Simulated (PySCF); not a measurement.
Cl2Si, SMILES Cl[Si]Cl (connectivity only; charge and spin as stated), charge +1, multiplicity 2. Atoms are numbered in the order given.

```xyz
3

Si     0.0000     0.0000     0.6689
Cl     0.0000     1.7236    -0.2754
Cl     0.0000    -1.7236    -0.2754
```
Charge +1, spin multiplicity 2.

Geometry optimised at r2SCAN-D4/def2-TZVP. The spin state was assumed, not searched. The isomer is the one that the SMILES or the coordinates give; other isomers of the formula were not compared.

The numbers are results of PySCF with B3LYP/pcH-1, not measurements.

Unrestricted Kohn–Sham, ⟨S²⟩ = 0.753. Hyperfine tensors hold the contact and dipolar terms, without spin-orbit corrections.

Computed hyperfine couplings:
```csv
nucleus,A(iso) (MHz),A(iso) (G),dipolar principal values (MHz)
29Si no. 1,-1386.1,-494.6,"-105.3, 44.2, 61.1"
35Cl no. 2,19.2,6.8,"-41.6, -38.1, 79.6"
35Cl no. 3,19.2,6.8,"-41.6, -38.1, 79.6"
```

Task: And the g tensor (effective nuclear charges for spin-orbit coupling, GIAO)? (Estimate from the structure and the level; the computed values follow.)

Result: principal values 1.9823, 1.9994, 2.0130; isotropic 1.9983.
